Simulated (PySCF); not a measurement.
**Electron correlation in C(2+) (carbon, charge +2)**

[He] 2s1 2p1, high-spin 3P determinant (an excited configuration). Computed with PySCF 2.14 in aug-cc-pVTZ-DK (5s4p3d2f, 46 functions), with the spin-free X2C one-electron Hamiltonian (Gaussian nucleus). Frozen: 1s2; 2 electrons correlated.

With two correlated electrons CCSD is exact within the correlated space (frozen core and kept virtual orbitals).

| level | correlation energy (mhartree) |
| --- | --- |
| CCSD | -4.85 |

Diagnostics: T1 = 0.0011, D1 = 0.0020, largest double amplitude 0.021.

**Question.** Is a single reference adequate?

**Answer.** Yes: T1 lies below 0.03 and no double amplitude reaches 0.07.
